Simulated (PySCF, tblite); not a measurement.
Isomers of C7H5N3, one GFN2-xTB conformer each. Single-point energies are computed at PBE0/pcSseg-1 (PySCF, gas phase, no added dispersion term), electronic only.

Problem. Rank them by PBE0/pcSseg-1 energy, lowest first (kcal/mol).
A. `[CH:1]#[C:2][c:3]1[n:4][cH:5][c:6]([CH:7]=[CH2:8])[n:9][n:10]1` with C5–C6–C7–C8 180°
B. `[CH:1]#[C:2][c:3]1[n:4][n:5][n:6][cH:7][c:8]1[CH:9]=[CH2:10]` with C7–C8–C9–C10 -17°

Solution. A (0.0), B (17.3).

GFN2-xTB itself gives, in the same order: 0.0, 12.8. Both levels put the same isomer lowest.

Problem. Which frontier levels, dipoles and rotational constants go with these structures?

Solution. 
| SMILES | HOMO (eV, PBE0/pcSseg-1) | LUMO (eV) | dipole (D) | A, B, C (MHz) |
| --- | --- | --- | --- | --- |
| C#Cc1ncc(C=C)nn1 | -6.93 | -2.52 | 2.43 | 5276, 783.0, 681.9 |
| C#Cc1nnncc1C=C | -7.19 | -2.61 | 5.99 | 1666, 1556, 807.0 |

Problem. What happens when harmonic zero-point energies from GFN2-xTB frequencies are added?

Solution. 
```csv
SMILES,ZPE (kcal/mol),electronic (kcal/mol),with ZPE (kcal/mol)
C#Cc1ncc(C=C)nn1,63.8,0.0,0.0
C#Cc1nnncc1C=C,63.7,17.3,17.3
```

The zero-point energies span 0.1 kcal/mol. The order is unchanged.
